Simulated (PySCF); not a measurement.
SnO₂, SMILES [O]=[Sn]=[O]. Atoms are numbered in the order given.

```xyz
3

Sn     0.0000     0.0000     0.0000
O      0.0000     0.0000    -1.8079
O      0.0000     0.0000     1.8079
```

The structure is a stationary point at r2SCAN-D4/def2-TZVP. The def2 effective core potentials stand for the cores of Sn; spin–orbit coupling is left out.

These are TDA-LC-ωPBE/def2-SVPD (PySCF 2.14.0) values and carry that method's errors.

Vertical excitations; the highest root listed may be one member of a degenerate set. Isolated molecule, no solvent. State labels are in the subgroup D2h.

Computed UV-visible absorptions:
| state | symmetry | energy (eV) | λ (nm) | f | main pairs |
|---|---|---|---|---|---|
| S1 | B3g | 3.85 | 322 | 0.000 | HOMO→LUMO (degenerate set) |
| S2 | B2g | 3.85 | 322 | 0.000 | HOMO−1→LUMO (degenerate set) |
| S3 | B2u | 5.15 | 241 | 0.062 | HOMO−3→LUMO (degenerate set) |
| S4 | B3u | 5.15 | 241 | 0.062 | HOMO−2→LUMO (degenerate set) |
| S5 | Au | 5.35 | 232 | 0.000 | HOMO−1→LUMO+1 49 %, HOMO→LUMO+2 49 % |
| S6 | B1u | 5.40 | 230 | 0.021 | HOMO−4→LUMO 54 %, HOMO→LUMO+1 22 %, HOMO−1→LUMO+2 22 % |
| S7 | Au | 5.50 | 225 | 0.000 | HOMO→LUMO+2, HOMO−1→LUMO+1 (degenerate set) |
| S8 | B1u | 5.50 | 225 | 0.000 | HOMO−1→LUMO+2, HOMO→LUMO+1 (degenerate set) |
| S9 | B1g | 6.46 | 192 | 0.000 | HOMO−2→LUMO+1 49 %, HOMO−3→LUMO+2 49 % |
| S10 | B1g | 6.68 | 186 | 0.000 | HOMO−3→LUMO+2 49 %, HOMO−2→LUMO+1 49 % |
| T1 | B3g | 3.13 | 396 | 0 | HOMO→LUMO (degenerate set) |
| T2 | B2g | 3.13 | 396 | 0 | HOMO−1→LUMO (degenerate set) |
| T3 | B1u | 4.06 | 305 | 0 | HOMO−4→LUMO 84 % |
| T4 | B2u | 4.23 | 293 | 0 | HOMO−3→LUMO 91 % |
Triplets are in the Tamm–Dancoff approximation.
